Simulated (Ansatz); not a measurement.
Geometry optimisation, RKS PBE0-D4/6-31G* (Ansatz 0.2.0).

input.yaml

```yaml
crystal:
  periodic: [false, false, false]
  atoms:
    - { symbol: Al, position_ang: [-0.114048, -0.135845, -0.104452] }
    - { symbol: H, position_ang: [-0.131764, -0.327531, 1.450998] }
    - { symbol: F, position_ang: [1.329173, 0.137026, -0.871696] }
    - { symbol: "N", position_ang: [-1.588409, -0.236037, -1.077505] }
    - { symbol: H, position_ang: [-2.504597, -0.433828, -0.697627] }
    - { symbol: H, position_ang: [-1.638854, -0.083364, -2.075173] }
    - { symbol: "N", position_ang: [-0.238203, 2.503645, 1.538348] }
    - { symbol: H, position_ang: [-1.063877, 2.619466, 0.956909] }
    - { symbol: H, position_ang: [0.583801, 2.729916, 0.984986] }
    - { symbol: H, position_ang: [-0.176923, 1.507952, 1.822913] }
basis:
  gaussian: { orbitals: "6-31G*" }
hamiltonian:
  xc: pbe0
  dispersion: d4
relax:
  f_tol: 0.03
  max_steps: 50
```

Run as:

```bash
$ ansatz run input.yaml --threads 1 --pin off --max-ram 2048MiB --backend cpu --events-out ev --progress --plain --runs-dir out
```

Where does it end, and by what steps?

It converged. After 15 steps the energy has fallen by 1.262 eV; N7 moved furthest, 0.76 Å. Joined: Al1–N7.

```
step  energy less start (eV)  largest force component (eV/Å)  accepted
   0                  0.0000                           1.056       yes
   1                 -0.0891                           0.747       yes
   2                 -0.1183                           1.457       yes
   3                 -0.1947                           1.205       yes
   4                 -0.2432                           1.039       yes
   5                 -0.3508                           0.676       yes
   6                 -0.4203                           0.910       yes
   7                 -0.5459                           1.538       yes
   8                 -0.7039                           3.123       yes
   9                 -1.0904                           1.778       yes
  10                 -1.2227                           0.436       yes
  11                 -1.2232                           0.539       yes
  12                 -1.2568                           0.228       yes
  13                 -1.2601                           0.097       yes
  14                 -1.2620                           0.043       yes
  15                 -1.2623                           0.021       yes
```

```xyz
10
Properties=species:S:1:pos:R:3
Al -0.131 0.091 0.159
H -0.133 -0.863 1.446
F 1.327 0.347 -0.636
N -1.634 0.127 -0.855
H -2.331 -0.597 -0.726
H -1.589 0.345 -1.844
N -0.236 1.963 1.002
H -1.131 2.351 0.710
H 0.512 2.559 0.653
H -0.197 1.959 2.019
```

Whether the end is a true minimum wasn't checked by a vibrational analysis.

Time of the run: 54 s on 1 thread of Arm Neoverse V1, on a shared host, peak memory 0.15 GiB.
